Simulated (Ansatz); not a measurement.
Reaction (isomerisation): `CBC[SiH2]O` → `BCC(O)[SiH3]`

Gas-phase electronic energies from Ansatz, PBE0-D4/def2-TZVP geometries. CCSD(T)/CBS is the MP2 limit (def2-TZVPP, def2-QZVPP) plus CCSD(T) − MP2 in def2-TZVPP, frozen cores. DFT in def2-TZVPP. B3LYP here is the variant with VWN-RPA as its local correlation; programs differ in this. One conformer a species, not always the lowest.

`CBC[SiH2]O`:

Cartesian coordinates in Å:
```
C 0.420 -2.174 -0.285
B 0.464 -0.992 0.731
C 0.749 0.470 0.320
Si -0.834 1.359 -0.118
O -0.395 2.892 -0.546
H -0.532 -2.713 -0.206
H 1.179 -2.915 -0.002
H 0.583 -1.899 -1.330
H 0.224 -1.231 1.886
H 1.359 0.555 -0.587
H 1.185 1.077 1.121
H -1.529 0.678 -1.247
H -1.775 1.390 1.038
H -1.096 3.504 -0.774
```

`BCC(O)[SiH3]`:

Z-matrix (Å, degrees):
```
C
C 1 1.519
B 1 1.556 2 114.8
H 1 1.096 2 110.9 3 128.4
H 1 1.105 2 109.8 3 -116.4
Si 2 1.899 1 113.4 3 177.6
O 2 1.431 1 105.8 3 -61.4
H 2 1.101 1 108.0 3 56.2
H 3 1.198 1 120.6 2 160.3
H 3 1.198 1 120.4 2 -24.2
H 6 1.490 2 110.8 1 -67.8
H 6 1.491 2 109.2 1 172.6
H 6 1.486 2 109.9 1 53.2
H 7 0.961 2 109.0 1 174.0
```

```csv
level,ΔE (kcal/mol),difference from CCSD(T)/CBS
r2SCAN-D4,65.5,1.1
B3LYP-D4,63.2,-1.2
B2PLYP,64.6,0.2
PBE,62.1,-2.3
r2SCAN,65.5,1.1
HF/def2-TZVPP,64.1,-0.3
MP2/def2-TZVPP,66.1,1.7
CCSD/def2-TZVPP,63.8,-0.6
MP2/CBS(def2),67.1,2.7
CCSD/CBS(def2),64.7,0.3
CCSD(T)/CBS,64.4,0
```

Largest T1 diagnostic among the species: 0.011.

From PBE to PBE0 (25 % exact exchange), in def2-TZVPP and without D4, ΔE moves by +1.5 kcal/mol.
